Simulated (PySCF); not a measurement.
**Interval between two levels of Mn(3+) by level of theory**

Mn(3+) [Ar] 3d4 [5D4, M_J = 4] → Mn(3+) [Ar] 3d3 4s1 [5F5, M_J = 5], as a difference of total energies. Calculation: PySCF 2.14, in x2c-TZVPall-2c with one added diffuse shell each of s, p, d type (7s8p5d1f, 63 functions); the two-component X2C-1e Hamiltonian. Correlated levels: [Ne] frozen. "Screened" scales the spin-orbit matrix elements by Boettger's factors to mimic the two-electron term; Breit and QED terms are absent.

```
                    method  interval between two levels (cm⁻¹)
           GHF (spin-free)                              113390
          GMP2 (spin-free)                              114590
 GHF (screened spin-orbit)                              113640
GMP2 (screened spin-orbit)                              114840
```

The labels give the starting determinants; with spin-orbit coupling the two ends relaxed to ⟨J²⟩ = 20.00, ⟨L²⟩ = 6.01, ⟨S²⟩ = 6.00 and ⟨J²⟩ = 30.00, ⟨L²⟩ = 12.01, ⟨S²⟩ = 6.00.
